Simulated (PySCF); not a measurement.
C₄H₁₀S, triplet, at the geometry of the source list (a higher spin typed on purpose: for a closed-shell molecule this is an excited state). Base run: M062X/6-31G (PySCF).

PySCF was given this input:
```python
from pyscf import gto, scf, dft

mol = gto.M(
    atom='''
C     2.56440000   -0.11540000    0.11420000
C     1.11170000    0.17840000   -0.20530000
S     0.05090000   -0.28100000    1.21340000
C    -1.54800000    0.38980000    0.64800000
C    -2.16230000   -0.41070000   -0.48500000
H     2.88150000    0.44890000    0.98760000
H     3.19280000    0.15800000   -0.73070000
H     2.69680000   -1.17380000    0.32360000
H     0.95740000    1.24240000   -0.39360000
H     0.78340000   -0.39760000   -1.07100000
H    -1.38760000    1.43110000    0.36450000
H    -2.18300000    0.35660000    1.53280000
H    -2.26390000   -1.45350000   -0.19480000
H    -1.54650000   -0.35710000   -1.37980000
H    -3.14760000   -0.01590000   -0.72410000
''',
    basis='6-31g',
    spin=2,
    verbose=3,
)

mf = dft.UKS(mol)
mf.xc = 'm062x'
mf.kernel()
mf.analyze()
```

The base run was repeated with changes; each row names its change, and settings that it needs were set with it.

| change | ΔE vs base (mEh) | fitting functions | dipole (D) |
|---|---|---|---|
| base | 0.000 | - | 1.93 |
| auxbasis = default (with mf = mf.density_fit()) | 0.009 | 622 | 1.93 |
| auxbasis = def2-tzvp-ri | -7.971 | 567 | 1.93 |
| auxbasis = even-tempered beta=2.0 | -3.102 | 493 | 1.95 |
| auxbasis = def2-universal-jkfit | 0.010 | 608 | 1.93 |
| auxbasis = cc-pvdz-jkfit | 0.009 | 622 | 1.93 |
| only_dfj = on; auxbasis = def2-universal-jfit | -0.209 | 357 | 1.93 |
| auxbasis = even-tempered beta=1.6 | -2.737 | 736 | 1.95 |
| auxbasis = cc-pvtz-ri | -5.439 | 746 | 1.93 |
| auxbasis = def2-svp-ri | -141.1 | 394 | 1.91 |

A fitting set is made for a task (jfit for Coulomb, jkfit for Coulomb and exchange, ri for correlation) and for a family of orbital bases.

Open shells are given as the SCF converged; they aren't shown to be the lowest states, and a large step between rows can be another state.
